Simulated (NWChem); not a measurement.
Program: NWChem. System: CHF$_{2}$, charge 1, spin multiplicity 1, at the geometry of a parent with another charge or spin, in a state set for the comparison that need not be this species' ground state. Level: B3LYP/def2-TZVP, VWN1-RPA local correlation.

Job file:

```
start mol
memory heap 200 mb stack 900 mb global 1100 mb
charge 1
geometry units angstroms nocenter noautoz
  F      0.230132    -0.074502     1.097093
  C     -0.441924     0.239822     0.000000
  F      0.230132    -0.074502    -1.097093
  H     -1.490835    -0.097900     0.000000
  symmetry group Cs
end
basis spherical
  * library def2-tzvp
end
dft
  xc b3lyp
  semidirect memsize 60000000 filesize 0
  iterations 100
end
task dft energy
```

Output (cleaned and shortened):

```
             Northwest Computational Chemistry Package (NWChem) 7.3.0
             --------------------------------------------------------

                                NWChem Input Module
                                -------------------

 Scaling coordinates for geometry "geometry" by  1.889725989
 (inverse scale =  0.529177249)

 Turning off AUTOSYM since
 SYMMETRY directive was detected!

                             Geometry "geometry" -> ""
                             -------------------------

 Output coordinates in angstroms (scale by  1.889725989 to convert to a.u.)

  No.       Tag          Charge          X              Y              Z
 ---- ---------------- ---------- -------------- -------------- --------------
    1 F                    9.0000     0.23013200    -0.07450200     1.09709300
    2 C                    6.0000    -0.44192400     0.23982200     0.00000000
    3 F                    9.0000     0.23013200    -0.07450200    -1.09709300
    4 H                    1.0000    -1.49083500    -0.09790000     0.00000000

 Effective nuclear repulsion energy (a.u.)      70.2351478383

            Nuclear Dipole moment (a.u.)
            ----------------------------
        X                 Y               Z
 ---------------- ---------------- ----------------
    -0.0000056692    -0.0000075589     0.0000000000

      Symmetry information
      --------------------

 Group name             Cs
 Group number              2
 Group order               2
 No. of unique centers     3

      Symmetry unique atoms

     1    2    4


 Summary of "ao basis" -> "" (spherical)
 ------------------------------------------------------------------------------
       Tag                 Description            Shells   Functions and Types
 ---------------- ------------------------------  ------  ---------------------
 *                         def2-tzvp                  on all atoms

                                 NWChem DFT Module
                                 -----------------

 Summary of "ao basis" -> "ao basis" (spherical)
 ------------------------------------------------------------------------------
[...]
              MO Center= -1.1D-01, -1.6D-02,  1.7D-14, r^2= 1.7D+00
   Bfn.  Coefficient  Atom+Function         Bfn.  Coefficient  Atom+Function
  ----- ------------  ---------------      ----- ------------  ---------------
     6      0.326855  1 F  px                68      0.326855  3 F  px
     9      0.262636  1 F  px                71      0.262636  3 F  px
    37     -0.170375  2 C  px                95      0.165458  4 H  s
    12      0.140778  1 F  px                74      0.140778  3 F  px
    35      0.118486  2 C  s                 94      0.116900  4 H  s

 Vector   13  Occ=0.000000D+00  E=-4.937389D-01  Symmetry=a'
              MO Center= -3.4D-01,  3.7D-01,  6.8D-15, r^2= 1.3D+00
   Bfn.  Coefficient  Atom+Function         Bfn.  Coefficient  Atom+Function
  ----- ------------  ---------------      ----- ------------  ---------------
    38      0.428029  2 C  py                41      0.396468  2 C  py
    35      0.241632  2 C  s                  7     -0.221932  1 F  py
    69     -0.221932  3 F  py                36      0.198880  2 C  s
    10     -0.178566  1 F  py                72     -0.178566  3 F  py
    44      0.153765  2 C  py                13     -0.150000  1 F  py

 Vector   14  Occ=0.000000D+00  E=-2.045138D-01  Symmetry=a"
              MO Center= -5.6D-01,  2.6D-01, -1.4D-13, r^2= 2.3D+00
   Bfn.  Coefficient  Atom+Function         Bfn.  Coefficient  Atom+Function
  ----- ------------  ---------------      ----- ------------  ---------------
    45      0.866184  2 C  pz                 5     -0.520880  1 F  s
    67      0.520880  3 F  s                 42      0.484538  2 C  pz
    39      0.391308  2 C  pz                12      0.200241  1 F  px
    74     -0.200241  3 F  px                 6      0.167064  1 F  px
    68     -0.167064  3 F  px                 9      0.145913  1 F  px

 Vector   15  Occ=0.000000D+00  E=-1.966555D-01  Symmetry=a'
              MO Center= -1.2D-01, -5.1D-02,  1.4D-13, r^2= 2.2D+00
   Bfn.  Coefficient  Atom+Function         Bfn.  Coefficient  Atom+Function
  ----- ------------  ---------------      ----- ------------  ---------------
    36      1.133501  2 C  s                  5     -0.631092  1 F  s
    67     -0.631092  3 F  s                 35      0.598917  2 C  s
    43      0.490410  2 C  px                44     -0.368405  2 C  py
    96     -0.344187  4 H  s                 14      0.328842  1 F  pz
    76     -0.328842  3 F  pz                40      0.313394  2 C  px

 center of mass
 --------------
 x =   0.07182867 y =  -0.00191325 z =   0.00000000

 moments of inertia (a.u.)
 ------------------
         166.569186756688           6.335803129028           0.000000000000
           6.335803129028         186.608235748499           0.000000000000
           0.000000000000           0.000000000000          26.543280454614

     Multipole analysis of the density
     ---------------------------------

     L   x y z        total         alpha         beta         nuclear
     -   - - -        -----         -----         ----         -------
     0   0 0 0      1.000000    -12.000000    -12.000000     25.000000

     1   1 0 0     -1.107342     -0.553668     -0.553668     -0.000006
     1   0 1 0      0.312631      0.156319      0.156319     -0.000008
     1   0 0 1     -0.000000     -0.000000     -0.000000      0.000000

     2   2 0 0     -7.441323    -11.483554    -11.483554     15.525785
     2   1 1 0     -0.048896      1.401409      1.401409     -2.851713
     2   1 0 1     -0.000000     -0.000000     -0.000000      0.000000
     2   0 2 0     -9.278235     -5.450788     -5.450788      1.623341
     2   0 1 1     -0.000000     -0.000000     -0.000000      0.000000
     2   0 0 2     -9.337758    -43.352495    -43.352495     77.367233

 Task  times  cpu:        1.7s     wall:        1.7s

 Total times  cpu:        1.7s     wall:        1.7s
```
